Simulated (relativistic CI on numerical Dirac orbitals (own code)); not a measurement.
## Hyperfine structure of Tc XXIII, mass number 99

Computed by Dirac-Coulomb-Breit CI, KLI orbitals optimised for each configuration, model QED, unscaled Slater integrals (own radial code, finite nucleus).

Configuration list (outside the closed core [Ne]): 3s²3p⁶3d³, 3s²3p⁵3d⁴, 3s3p⁶3d⁴, 3s²3p⁶3d²4s, 3s²3p⁶3d²4p, 3s²3p⁶3d²4d, 3s²3p⁶3d²4f, 3s²3p⁵3d³4s, 3s²3p⁵3d³4p, 3s²3p⁶3d4s4p, 3s3p⁶3d³4s, 3s²3p⁶3d²5s, 3p⁶3d⁵, 3p⁵3d⁶, 3s²3p⁶3d4s², 3s²3p⁶4s²4p, 3s²3p⁶4s²4d, 3s²3p⁶4s²4f. Double excitations out of closed p, d and f shells are left out; levels of such configurations are missing from the list, as are those of other unlisted configurations, and high levels can miss mixing partners. These lack a partner that the ground configuration has and come out too high: 3s²3p⁵3d³4s, 3s²3p⁵3d³4p.

Nuclear spin I = 9/2, μ = 5.678 μN, Q = -0.129 b (tables of Stone and Pyykkö). The electronic factors are computed for point nuclear moments, without core polarisation or the Bohr-Weisskopf and QED corrections.

| Level | E (cm⁻¹) | A (MHz) | B (MHz) |
| --- | --- | --- | --- |
| 3s²3p⁶3d³ ⁴F3/2 | 0.0 | 15520 | 476 |
| 3s²3p⁶3d³ ⁴F5/2 | 19318.1 | 9651 | 390 |
| 3s²3p⁶3d³ ⁴F7/2 | 36978.9 | 8530 | 399 |
| 3s²3p⁶3d³ ⁴F9/2 | 51093.9 | 8949 | 337 |
| 3s²3p⁶3d³ ⁴P3/2 | 65961.4 | 9078 | 672 |
| 3s²3p⁶3d³ ⁴P1/2 | 73362.1 | -5956 |  |
| 3s²3p⁶3d³ ²G7/2 | 90465.8 | 10700 | -559 |
| 3s²3p⁶3d³ ²H9/2 | 94264.8 | 9912 | -1260 |

Levels with J = 0, under 50 % of one LS term, or S terms without an open s electron are left out. Small factors come from cancelling terms and can be off by tens of per cent or more.

At this charge energies of transitions that change n are usually good to better than 1 %, and those within a shell (Δn = 0) to a few per cent. Terms inside the open d or f shell come out 10 to 20 % too wide with unscaled integrals.

Task: Give the hyperfine levels of 3s²3p⁶3d³ ⁴F3/2 relative to its centre of gravity.

Result: With K = F(F + 1) − I(I + 1) − J(J + 1), E = AK/2 + B[¾K(K + 1) − I(I + 1)J(J + 1)]/[2I(2I − 1)J(2J − 1)]: F = 3: -127800, F = 4: -66060, F = 5: 11440, F = 6: 104900 MHz.

LS names give the leading component of a level, which can be under half, so a name can repeat, a term be missing and a line seem to break the LS rules.
